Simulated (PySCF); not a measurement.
A structure optimised at B3LYP-D3(BJ)/def2-SVP, used in a PySCF frequency run:

```xyz
6

B     -0.4736     0.6145     0.0000
Cl     0.9938     1.5893     0.0000
F     -1.6395     1.2310     0.0000
N     -0.4273    -0.7941     0.0000
C      0.0156    -1.9130     0.0000
O      0.3907    -3.0167     0.0000
```
Charge 0, spin multiplicity 1.

Question: Write its SMILES, formula and point group.

Answer: O=C=NB(F)Cl, CBClFNO, Cs

Question: What are its rotational constants (standard atomic weights)?

Answer: 5.4047, 1.5761, 1.2203 GHz
